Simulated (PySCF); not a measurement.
## Correlation energy of Cl⁺ (chlorine, charge +1)

[Ne] 3s2 3p4, high-spin 3P determinant. All numbers are calculated (PySCF 2.14, scalar relativity by spin-free X2C-1e, in Sapporo-DZP-2012). Frozen: [Ne]; 6 electrons correlated.

MP2 pair energies summed by pair of shells (mhartree):

```
 pair  energy  share (%)
3p-3p  -45.57       49.8
3s-3p  -39.03       42.6
3s-3s   -6.92        7.6
```

Total MP2 correlation energy: -91.52 mhartree.

Same-spin part -23.40 and opposite-spin part -68.12 mhartree; SCS-MP2 scales them by 1/3 and 6/5 to -89.55 mhartree.

```csv
level,correlation energy (mhartree)
CCSD,-113.56
(T),-1.41
CCSD(T),-114.97
```

Diagnostics: T1 = 0.0082, D1 = 0.0277, largest double amplitude 0.056.

Q: Is a single reference adequate?

A: Yes: T1 lies below 0.03 and no double amplitude reaches 0.07.
